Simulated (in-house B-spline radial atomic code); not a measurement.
The numbers below are computed, except where a source is named.
## Weak and strong correlation along the adiabatic connection

Two-electron singlets in several external potentials (atomic units), by full CI in B-splines with partial waves to l = 8 (correlation energies up to 0.6 % small). The repulsion is scaled by λ at fixed density; W(λ) is the mean repulsion less the Hartree energy, W(0) = E_x, and the area under W from 0 to 1 is E_xc.

Relative drop (W(λ) − E_x)/E_x:

```
                            system  λ = 0.12  λ = 0.25  λ = 0.4  λ = 0.6  λ = 0.8   λ = 1
    ω²r²/2 − Z/r, ω = 0.913, Z = 2    0.0087    0.0176   0.0275   0.0398   0.0514  0.0622
−Z exp(−kr)/r, Z = 1.59, k = 0.216    0.0158    0.0316   0.0484   0.0686   0.0867  0.1029
     ω²r²/2 − Z/r, ω = 2.03, Z = 3    0.0056    0.0115   0.0181   0.0265   0.0346  0.0423
   ω²r²/2 − Z/r, ω = 0.213, Z = -1    0.0542    0.0997   0.1397   0.1788   0.2070  0.2281
−Z/r, Z = 5.99, wall at 0.454 bohr    0.0023    0.0047   0.0075   0.0112   0.0147  0.0182
   ω²r²/2 − Z/r, ω = 0.624, Z = -1    0.0271    0.0529   0.0787   0.1079   0.1321  0.1524
     −Z/r, Z = 0.5, wall at 6 bohr    0.0332    0.0633   0.0919   0.1227   0.1473  0.1674
```

Task: Order the systems by how far second-order (GL2) theory, half the initial slope (estimated from the first points of each curve), overshoots the correlation energy, least first.
A. −Z/r, Z = 0.5, wall at 6 bohr
B. ω²r²/2 − Z/r, ω = 0.624, Z = -1
C. −Z exp(−kr)/r, Z = 1.59, k = 0.216
D. −Z/r, Z = 5.99, wall at 0.454 bohr
E. ω²r²/2 − Z/r, ω = 0.213, Z = -1
F. ω²r²/2 − Z/r, ω = 2.03, Z = 3
G. ω²r²/2 − Z/r, ω = 0.913, Z = 2

Result: D (GL2/E_c = 1.03), F (GL2/E_c = 1.08), G (GL2/E_c = 1.12), C (GL2/E_c = 1.21), B (GL2/E_c = 1.36), A (GL2/E_c = 1.51), E (GL2/E_c = 1.74).

Task: What else changes along this order?

Result: The ratio follows the bend of the curve. With it the leading natural occupation goes from 1.999 to 1.814 and −T_c/E_c from 0.97 to 0.56 between the first and the last.
